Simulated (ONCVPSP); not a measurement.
# Ranking ONCV potentials for sulfur (S)

All share these settings but for the change named:

```
Element                 : sulfur
Generator               : ONCVPSP 4.0.1
Type                    : optimised norm-conserving Vanderbilt (ONCV)
Functional              : PBE
Relativity              : scalar-relativistic
Frozen core             : [He]
Valence charge          : 14
Reference configuration : 2s2 2p6 3s2 3p4
Partial waves           : 2s+3s: rc 0.85 bohr, ncon 4, nbas 7, qcut 11.6 1/bohr, 2 projectors; 2p+3p: rc 0.65 bohr, ncon 4, nbas 7, qcut 19.9 1/bohr, 2 projectors
Local potential         : polynomial inside 0.45 bohr (lpopt 5, dvloc0 4 Ha)
Core correction         : Teter function, fcfact 3, rcfact 1
```

Test errors are all-electron minus pseudo excitation energies from the reference, over 2s2 2p6 3s2 3p3; 2s2 2p6 3s2 3p2; 2s2 2p6 3s2 3p1; 2s2 2p6 3s2 3p0. None of these files shows a bound ghost.

The base gives 23.0 meV.

Of 6 variants that were run, those that failed, showed a ghost or another fault, or gave nearly equal values are left out.

A variant can come out equal or close to the base, since the largest error may sit in a test that the change hardly touches while other tests move.

Q: Rank these variants by their largest absolute test error, smallest first.
A. all radii but the core radius scaled by about 0.80 (s 0.68, p 0.52 bohr); local potential polynomial inside 0.36 bohr (lpopt 5, dvloc0 4 Ha)
B. all radii but the core radius scaled by about 0.89 (s 0.76, p 0.58 bohr); local potential polynomial inside 0.40 bohr (lpopt 5, dvloc0 4 Ha)
C. all radii but the core radius scaled by about 1.11 (s 0.94, p 0.72 bohr); local potential polynomial inside 0.50 bohr (lpopt 5, dvloc0 4 Ha)

A: A (15.7 meV), B (19.7 meV), C (25.2 meV).
